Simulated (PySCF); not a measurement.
PySCF input (BP86/def2-SVP):

```python
from pyscf import gto, dft

mol = gto.M(
    atom='''
    Bi   -0.12178988   -0.08764525    0.18832819
    F    -0.32495132    1.62226459   -0.87482024
    F     1.44812468   -0.81398062   -0.86198414
    ''',
    basis='def2-svp',
    ecp='def2-svp',
    charge=0,
    spin=1,
    verbose=4,
)

mf = dft.UKS(mol, xc='bp86')
mf.grids.level = 3
mf.conv_tol = 1e-9
mf.max_cycle = 100
mf.max_memory = 1500
mf.kernel()
if not mf.converged:
    mf = mf.newton()
    mf.kernel(mf.make_rdm1())
mo, _, stable, _ = mf.stability(return_status=True)
if not stable:
    mf.kernel(mf.make_rdm1(mo, mf.mo_occ))
    stable = mf.stability(return_status=True)[2]
mf.dip_moment()
```

Question: Predict the final energy.

Answer: -414.33336 Eh.
